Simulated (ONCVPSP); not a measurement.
## Transferability test, ONCV potential for neon

ONCVPSP 4.0.1 input, shortened (lines: element, Z, core and valence counts, functional; n l f; lmax; l rc ep ncon nbas qcut; lloc lpopt rc5 dvloc0; l nproj debl; icmod fcfact rcfact), PBEsol, scalar-relativistic:

```
  Ne 10.00    1    2  -116133      upf
    1    0    2.00
    2    0    2.00
    2    1    6.00
    2
    0    0.50    0.00    4    7   11.60
    1    1.20    0.00    5    8   14.40
    2    1.20    0.31    4    7    8.80
    4    5    0.45    0.00
    0    1    0.90
    1    1    0.40
    2    2    3.10
    3    3.75    1.50
```

Energies are relative to the spin-unpolarised reference configuration 2s2 2p6; without spin polarisation the order of configurations can differ from experiment.

```json
{"valence configuration": "2s2 2p5", "charge": "+1", "ΔE all-electron (eV)": "22.399", "error AE − PS (meV)": "+3.1"}
{"valence configuration": "2s2 2p3", "charge": "+3", "ΔE all-electron (eV)": "132.845", "error AE − PS (meV)": "+271"}
{"valence configuration": "2s1 2p6", "charge": "+1", "ΔE all-electron (eV)": "45.669", "error AE − PS (meV)": "-12"}
```

**Question.** What are ΔE and the potential's error for 2s2 2p4?

**Answer.** ΔE = 65.560 eV all-electron; the error (AE − PS) is +54 meV.

Levels in the configuration 2s2 2p4:

```json
{"level": "2s", "all-electron (eV)": "-77.868", "pseudo (eV)": "-77.897"}
{"level": "2p", "all-electron (eV)": "-54.698", "pseudo (eV)": "-54.588"}
```
